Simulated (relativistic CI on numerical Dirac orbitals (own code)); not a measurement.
# One change at a time: Tc17+

Base calculation: Dirac-Coulomb-Breit CI, KLI orbitals optimised for each configuration, model QED (radiative potential, 1s self-energy scaled to tabulated hydrogen-like ionisation energies), unscaled Slater integrals.

Configurations in the expansion (outside the closed core [Ne]): 3s2 3p6 3d8, 3s2 3p5 3d9, 3s2 3p4 3d10, 3s 3p6 3d9, 3p6 3d10, 3s2 3p6 3d7 4s, 3s2 3p6 3d7 4p, 3s 3p5 3d10, 3s2 3p6 3d7 4d, 3s2 3p6 3d6 4s2, 3s2 3p6 3d7 4f, 3s2 3p5 3d8 4s, 3s2 3p6 3d6 4s 4p, 3s2 3p4 3d9 4s, 3s2 3p6 3d7 5s, 3s2 3p6 3d6 4p2. Levels of other configurations are missing.

The lowest level and the first level of each name with at least 55 % of one term (blank where a level has no safe partner in the second run):

| Level | Base (cm⁻¹) | Shift (cm⁻¹) |
| --- | --- | --- |
| 3s2 3p6 3d8 3F_4 | 0 | 0 |
| 3s2 3p6 3d8 3F_3 | 27768 | +130 |
| 3s2 3p6 3d8 3P_0 | 74814 | -5429 |
| 3s2 3p6 3d8 3P_1 | 78053 | -4572 |
| 3s2 3p6 3d8 1G_4 | 91850 | -6644 |
| 3s2 3p6 3d8 1S_0 | 187687 | -13153 |
| 3s2 3p5 3d9 3F°_4 | 1327225 | +5049 |
| 3s2 3p5 3d9 1D°_2 | 1352417 | +3641 |
| 3s2 3p5 3d9 3F°_3 | 1385048 | +2356 |
| 3s2 3p5 3d9 3P°_1 | 1432921 | -2824 |
| 3s2 3p5 3d9 3P°_0 | 1438258 | -2496 |
| 3s2 3p5 3d9 3D°_3 | 1455146 | -3536 |
| 3s2 3p5 3d9 3D°_1 | 1476410 | -6619 |
| 3s2 3p5 3d9 3F°_2 | 1536318 | +3183 |

At this charge energies of transitions that change n are usually good to better than 1 %, and those within a shell (Δn = 0) to a few per cent. Terms inside the open d or f shell come out 10 to 20 % too wide with unscaled integrals.

Task: One thing was changed in a second run, which moved the levels as shown. Which?
A. valence Slater integrals scaled by 0.9
B. configuration mixing switched off
C. QED terms removed
D. Breit term removed

Result: A. Valence Slater integrals scaled by 0.9. Scaling acts on the splittings between terms and on the mixing, and leaves the fine structure of pure LS terms nearly alone; in jj coupling it moves the levels of one term differently.

LS names give the leading component of a level, which can be under half, so a name can repeat, a term be missing and a line seem to break the LS rules.
